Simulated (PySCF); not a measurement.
**RuO(OH), doublet: data card**

Level of theory: UPBE0 in PySCF with Ru def2-TZVP with ECP28, O def2-TZVP, H def2-TZVP; scalar-relativistic core potentials, no spin–orbit coupling; density-fitted integrals.

The structure is a minimum.

```
Point group                                                                   : Cs
Bond lengths                                                                  : O–H 0.957 Å, Ru–O 1.620 Å, Ru–O 1.816 Å
Bond angles                                                                   : H–O–Ru 147.4°, O–Ru–O 159.0°
Entropy at 298.15 K and 1 bar (electronic part: spin only)                    : 286.3 J/(mol K)
Enthalpy at 298.15 K above 0 K                                                : 13.23 kJ/mol
Rotational constants                                                          : 5.509, 0.1725, 0.1673 cm⁻¹
Zero-point energy                                                             : 41.1 kJ/mol
Lowest empty level (β)                                                        : -3.23 eV
Spin squared ⟨S²⟩                                                             : 0.764
Rotational symmetry number                                                    : 1
Atomisation energy without zero-point energy                                  : 1237 kJ/mol
Principal quadrupole moments (Buckingham, traceless) about the centre of mass : -4.86, -1.60, 6.47 D Å
Highest occupied level (α)                                                    : -6.27 eV
Dipole moment                                                                 : 2.43 D
Principal polarisabilities                                                    : 34.4, 35.3, 55.5 bohr³
Heat capacity Cp at 298.15 K                                                  : 56.3 J/(mol K)
```

Harmonic modes (masses in u: Ru 101.904, O 15.995, H 1.008):
```csv
symmetry,ω (cm⁻¹),IR (km/mol)
a',137,13.8
a'',437,87.5
a',535,127
a',746,116
a',1083,210
a',3937,276
```

Charges (e):
```
atom  Mulliken  Löwdin  polar tensor  spin (Mulliken)  Mayer order to Ru1
 Ru1      0.88    0.38          1.12             0.90                   –
  O2     -0.50   -0.23         -0.65             0.14                2.10
  O3     -0.72   -0.32         -0.83            -0.03                0.92
  H4      0.34    0.17          0.35             0.00                0.01
```
Other Mayer orders above 0.3: O–H 0.87.

Mulliken populations on Ru1 (electrons outside its core potential): s 2.54, p 6.13, d 6.43, f 0.03.

This need not be the most stable arrangement of these atoms. Open d and f shells are described by one determinant, and the ground state may have another occupation or spin.

The final relaxation and frequency run took 78 s on 4 threads of a shared Arm Neoverse V1 host, with 108 basis functions and 20 gradients; the process peaked at 1.3 GiB.
